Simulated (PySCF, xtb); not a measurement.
CBr₂, SMILES Br[C]Br (connectivity only; charge and spin as stated), neutral, multiplicity 1.

GFN2-xTB (xtb) at its own geometry gives an orbital gap of 1.40 eV and a dipole moment of 0.63 D.

The structure is a stationary point at B3LYP-D3(BJ)/def2-TZVP.

**Question.** What does ωB97X/def2-TZVPD (PySCF) give? (Estimate from the structure and the level; the computed values follow.)

**Answer.** gap 8.31 eV (levels -9.74 and -1.43 eV), dipole 1.10 D.
